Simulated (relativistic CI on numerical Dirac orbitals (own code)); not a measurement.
Energy levels of Ni XVIII

These numbers are calculated, not measured: Dirac-Coulomb-Breit CI, separate exchange-only KLI orbitals for each configuration, model QED, unscaled Slater integrals (own radial code, finite nucleus).

CI space (outside the closed core [Ne]): 3s, 3p, 3d, 4s, 4p, 4d, 4f, 5s, 5p, 5d, 5f, 5g, 6s, 6p, 6d, 7s, 7p. Levels of other configurations are missing.

The lowest level is 3s ²S1/2, with 100 % of that term; Hund's rules for 3s give ²S with J = 1/2, in agreement.

```tsv
No.	Configuration	Term	J	E (eV)	%	Lifetime (s)
1	3s	²S	1/2	0.000	100	
2	3p	²P°	1/2	38.768	100	1.34e-10
3	3p	²P°	3/2	42.541	100	1.01e-10
4	3d	²D	3/2	95.085	100	4.71e-11
5	3d	²D	5/2	95.644	100	5.42e-11
6	4s	²S	1/2	284.986	100	2.13e-12
7	4p	²P°	1/2	300.482	100	2.35e-12
8	4p	²P°	3/2	301.960	100	2.50e-12
9	4d	²D	3/2	321.324	100	1.48e-12
10	4d	²D	5/2	321.578	100	1.46e-12
11	4f	²F°	5/2	330.064	100	6.26e-13
12	4f	²F°	7/2	330.161	100	6.28e-13
13	5s	²S	1/2	407.303	100	2.69e-12
14	5p	²P°	1/2	414.972	100	2.86e-12
15	5p	²P°	3/2	415.703	100	3.02e-12
16	5d	²D	3/2	425.062	100	1.90e-12
17	5d	²D	5/2	425.196	100	1.88e-12
18	5f	²F°	5/2	429.463	100	1.15e-12
19	5f	²F°	7/2	429.513	100	1.15e-12
20	5g	²G	7/2	429.904	100	2.22e-12
21	5g	²G	9/2	429.934	100	2.22e-12
22	6s	²S	1/2	470.994	100	3.79e-12
23	6p	²P°	1/2	475.332	100	3.92e-12
24	6p	²P°	3/2	475.746	100	4.13e-12
25	6d	²D	3/2	480.990	100	2.71e-12
26	6d	²D	5/2	481.069	100	2.71e-12
27	7s	²S	1/2	508.350	100	5.24e-12
28	7p	²P°	1/2	511.036	100	5.63e-12
29	7p	²P°	3/2	511.293	100	5.88e-12
```

Energies count from the lowest computed level; ° marks odd parity; lifetimes are radiative, by E1, M1, E2, M2 decay to levels of this space only.

The mean weight of the leading LS term, summed over parents, in these 29 levels is 100 %, and that of the leading jj configuration (from the same eigenvectors) 100 %.

At this charge energies of transitions that change n are usually good to better than 1 %, and those within a shell (Δn = 0) to a few per cent.
